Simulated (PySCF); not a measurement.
Compound: C5H11O2Si (doublet state).
Structure used (GFN2-xTB), in Å, numbered top down from 1:
```xyz
19
C5H11O2Si angstrom
C     -1.4250    1.1028    0.9923
O     -0.5106    0.0579    0.7784
C     -0.3254   -0.3344   -0.5859
C     -1.3470   -1.3806   -1.0112
C      1.1161   -0.8368   -0.6212
Si     1.9236    0.2456    0.7169
C      1.9491    2.0717    0.4441
O      1.3843    2.5875   -0.5332
H     -1.4090    1.3136    2.0603
H     -2.4366    0.8114    0.6950
H     -1.1274    1.9992    0.4382
H     -0.4102    0.5584   -1.2190
H     -1.3097   -2.2288   -0.3305
H     -1.1230   -1.7227   -2.0179
H     -2.3542   -0.9694   -1.0033
H      1.1539   -1.8945   -0.3570
H      1.5445   -0.7247   -1.6151
H      2.1739   -0.3312    2.0265
H      2.5230    2.7145    1.1351
```

The hyperfine couplings belong to this conformer and change with its torsions.

Identity: `CO[C@H](C)C[SiH]C=O` [radical].

Method used: PySCF, UKS B3LYP, pcH-1 on C H O Si, non-relativistic, mean-field spin-orbit, GIAO. The structure is a single GFN2-xTB conformer in the gas phase; no vibrational or solvent corrections. Couplings are sensitive to structure, and on GFN2-xTB geometries they can be far from those on DFT ones, by a factor of two or more for some ions and for spin on atoms past the first row. No stability test was run, so a lower SCF solution isn't excluded.

The largest Mulliken spin populations are on Si6 (+0.77) and O8 (+0.22). The angles at Si6 add up to 358.1°, so it is nearly planar; its axial dipolar tensor and the negative coupling of its proton fit spin in a p orbital normal to that plane.

(1) List the C–H protons on four-coordinate carbons next to a three-coordinate spin centre, with their couplings and θ (C–H bond against the normal to the plane of the centre's neighbours, projected along the bond that joins the two).

Results:

(1) 
```json
{"β H": "H16", "on": "C5", "centre": "Si6", "θ (°)": "83", "cos²θ": "0.01", "a (G)": "-0.34"}
{"β H": "H17", "on": "C5", "centre": "Si6", "θ (°)": "40", "cos²θ": "0.59", "a (G)": "+2.90"}
```

Couplings in gauss use g_iso = 2.0036.
